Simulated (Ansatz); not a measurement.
```yaml
crystal:
  periodic: [false, false, false]
  atoms:
    - {symbol: F, position_ang: [0.724113, -1.240907, 1.605406]}
    - {symbol: Si, position_ang: [0.126651, -0.777322, 0.227888]}
    - {symbol: F, position_ang: [-0.553653, -2.048626, -0.396931]}
    - {symbol: C, position_ang: [-0.267961, 0.899958, -0.196891]}
    - {symbol: O, position_ang: [0.995020, 0.198920, -0.720056]}
    - {symbol: H, position_ang: [-0.018707, 1.742526, 0.442694]}
    - {symbol: H, position_ang: [-0.944264, 1.157450, -1.007710]}
basis:
  gaussian: {orbitals: def2-TZVPD, nuclear_model: gaussian}
hamiltonian: {xc: {name: HF}}
correlation: {method: mp2, frozen_orbitals: {F: 9}}
scf: {lower_state_search: light}
```

```sh
$ ansatz run in.yaml --threads 2 --pin off --events-out ev --progress --plain --max-ram 4352MiB
```

Output, abridged:

```
Functional definition: HF
  name "HF"
  cite "Fock, Z. Phys. 61, 126 (1930) doi:10.1007/BF01340294"
  parent pbe
  exchange = exact_x
  correlation = 0
Error: "frozen_orbitals" has no count for Si
```

In this input frozen orbitals are typed for one element alone, and the program wants a count for each. The program refused the input.
